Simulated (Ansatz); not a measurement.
Energy needed to pull apart InH$_{3}$Se (SMILES [SeH][InH2]), closed shell, into free ground-state atoms, from the structure below (displaced at random from its PBE0-D4/def2-TZVP minimum); no zero-point or spin–orbit terms; open-shell atoms are treated unrestricted, in their ground-state multiplicity.

```
5
angstrom
Se 1.1687 -0.9970 1.0205
In -0.1449 0.6339 -0.3862
H 0.1024 -2.0245 0.8046
H -1.6703 0.1447 -0.9487
H 0.6429 2.1500 -0.4217
```

Program: Ansatz 0.2.0. Basis: def2-TZVPP. Cores are frozen in the correlated methods. Filled d shells of the heavier atoms are correlated. Core potentials replace the inner electrons of the atoms past krypton. The def2 sets are not built for correlating such inner shells, so the correlated values are less sure here.

```json
{"method": "PBE-D4", "atomization energy (kJ/mol)": "1051"}
{"method": "r2SCAN-D4", "atomization energy (kJ/mol)": "?"}
{"method": "PBE0-D4", "atomization energy (kJ/mol)": "?"}
{"method": "wB97M-V", "atomization energy (kJ/mol)": "1062"}
{"method": "HF", "atomization energy (kJ/mol)": "738"}
{"method": "MP2", "atomization energy (kJ/mol)": "1020"}
{"method": "CCSD", "atomization energy (kJ/mol)": "1031"}
{"method": "CCSD(T)", "atomization energy (kJ/mol)": "1048"}
```

**Question.** What does PBE0-D4 give? (An estimate is asked for; the value comes from the calculation.)

**Answer.** The calculation gives: 1046 kJ/mol, which is about 2 kJ/mol less than CCSD(T)/def2-TZVPP.

**Question.** What does r2SCAN-D4 give? (Judge from chemistry; the value comes from the calculation.)

**Answer.** The calculation gives: 1069 kJ/mol, which is about 22 kJ/mol more than CCSD(T)/def2-TZVPP.

In triple zeta the MP2 and coupled-cluster atomization energies are still short of their basis limit by a few kcal/mol a bond, whereas those of the functionals are nearly converged, so these differences are not deviations from converged CCSD(T).

T1 diagnostic: at most 0.013.

For scale, one of the runs: CCSD(T)/def2-TZVPP forces, 140 basis functions (an equivalent command: `ansatz run in.yaml --threads 2`). Time: 5 min of wall clock on 2 CPU threads; the host was shared. Peak host memory: 1.4 GiB.
